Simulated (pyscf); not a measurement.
**Substitution at C: bromide (Br⁻) + H₃C–CH₂–I -> H₃C–CH₂–Br + I⁻**

Gas phase, singlet surface, charge -1. Bonds broken: C3–I4. Bonds formed: Br1–C3. Optimised with ωB97X-D3(BJ)/def2-SVPD in PySCF.

Transition state (Å):

```xyz
9

Br     1.4149    -1.5473    -1.5181
C     -0.3200     0.8382    -0.3162
C     -0.8026    -0.4432    -0.9421
I     -3.4632     0.0316    -0.6749
H     -0.6826     0.9155     0.7165
H     -0.6947     1.7008    -0.8813
H      0.7771     0.8557    -0.3159
H     -0.9784    -1.3280    -0.3447
H     -1.0007    -0.5096    -2.0037
```

One imaginary mode, 396i cm⁻¹; descent along it reached the two sides named, in the forms told below.

```json
[
 {"bond": "C3–I4", "change": "breaks", "reactant side (Å)": "2.180", "saddle": "2.7", "product side": "3.7"},
 {"bond": "Br1–C3", "change": "forms", "reactant side (Å)": "3.5", "saddle": "2.543", "product side": "1.973"}
]
```

Electronic energies relative to the separated reactants (kcal/mol):

```
level                    barrier  reaction energy  reverse barrier
-----------------------  -------  ---------------  ---------------
ωB97X-D3(BJ)/def2-TZVPD      2.9             -6.2              9.1
PBE/def2-TZVPD              -5.0             -6.7              1.7
r²SCAN/def2-TZVPD           -5.2             -7.3              2.1
B3LYP-D3(BJ)/def2-TZVPD     -4.0             -6.2              2.1
PBE0-D3(BJ)/def2-TZVPD      -2.6             -7.3              4.7
M06-2X/def2-TZVPD           -0.6             -7.8              7.2
ωB97M-D3(BJ)/def2-TZVPD      1.7             -7.1              8.8
HF/def2-TZVPD                5.4             -9.8             15.2
```

With ωB97M-D3(BJ)/def2-TZVPD energies and thermal terms (ideal gas, 1 atm, RRHO with modes under 100 cm⁻¹ raised to 100, one conformer, R ln 2 for rigid chiral ones), in kcal/mol:

| T (K) | ΔH‡ | ΔG‡ | ΔH | ΔG |
|---|---|---|---|---|
| 298 | 1.0 | 7.9 | -6.9 | -6.7 |
| 600 | 1.0 | 14.8 | -7.0 | -6.6 |
| 900 | 0.8 | 21.8 | -7.0 | -6.3 |
| 1200 | 0.6 | 28.8 | -7.1 | -6.1 |

On the reactant side the descent ends in a bound adduct, 11.0 kcal/mol under the separated species and 13.8 kcal/mol under the saddle at ωB97X-D3(BJ)/def2-TZVPD. On the product side the descent ends in a bound adduct, 9.4 kcal/mol under the separated species and 18.5 kcal/mol under the saddle at ωB97X-D3(BJ)/def2-TZVPD. At PBE, r²SCAN, B3LYP-D3(BJ), PBE0-D3(BJ), M06-2X the saddle lies under the separated reactants, which points to a path from their complex (located at ωB97X-D3(BJ) alone). This is the saddle that the search found; another between the same sides may lie lower. The angle at the attacked C is 162°. Elements up to Kr have no core potential and no relativistic terms here. Elements past Kr carry the def2 core potentials, without spin-orbit coupling.
